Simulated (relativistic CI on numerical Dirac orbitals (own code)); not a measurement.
One change at a time: Sc X

Base calculation: Dirac-Coulomb-Breit CI, orbitals from a KLI potential per configuration, model QED (radiative potential, 1s self-energy scaled to tabulated hydrogen-like ionisation energies), unscaled Slater integrals.

Configurations in the expansion (outside the closed core [Ne]): 3s2, 3s 3p, 3p2, 3s 3d, 3d2, 3p 3d, 3p 4s, 3s 4s, 3s 4p, 3d 4s, 3s 4d, 3s 4f, 3s 5s, 3s 5p, 3s 5d, 4s2. Levels of other configurations are missing.

The lowest level and the first level of each name with at least 55 % of one term (blank where a level has no safe partner in the second run):

| Level | Base (cm⁻¹) | Shift (cm⁻¹) |
| --- | --- | --- |
| 3s2 1S_0 | 0 | 0 |
| 3s 3p 3P°_0 | 156792 | +253 |
| 3s 3p 3P°_1 | 158751 | +248 |
| 3s 3p 3P°_2 | 163017 | +237 |
| 3s 3p 1P°_1 | 240272 | +253 |
| 3p2 1D_2 | 371726 | +451 |
| 3p2 3P_0 | 375914 | +514 |
| 3p2 3P_1 | 378467 | +507 |
| 3p2 3P_2 | 383233 | +490 |
| 3p2 1S_0 | 445365 | +487 |
| 3s 3d 3D_1 | 458420 | +242 |
| 3s 3d 3D_2 | 458602 | +241 |
| 3s 3d 3D_3 | 458892 | +239 |
| 3s 3d 1D_2 | 527107 | +300 |
| 3p 3d 3F°_2 | 624004 | +510 |
| 3p 3d 3F°_3 | 626741 | +502 |
| 3p 3d 3F°_4 | 629993 | +492 |
| 3p 3d 1D°_2 | 633899 | +498 |
| 3p 3d 3P°_2 | 664970 | +504 |
| 3p 3d 3P°_0 | 668791 | +495 |
| 3p 3d 3D°_3 | 670075 | +496 |
| 3p 3d 3D°_2 | 670119 | +496 |

At this charge energies of transitions that change n are usually good to better than 1 %, and those within a shell (Δn = 0) to a few per cent.

**Question.** One thing was changed in a second run, which moved the levels as shown. Which?
A. Breit term removed
B. QED terms removed
C. P86 correlation estimate
D. non-relativistic limit
E. configuration mixing switched off

**Answer.** B. QED terms removed. QED shifts follow the density of s (and p1/2) electrons at the nucleus, so configurations move by their count of such electrons; where none moves, the smaller shifts of p3/2 electrons and of j = l + 1/2 against j = l − 1/2 set the pattern.

LS names give the leading component of a level, which can be under half, so a name can repeat, a term be missing and a line seem to break the LS rules.
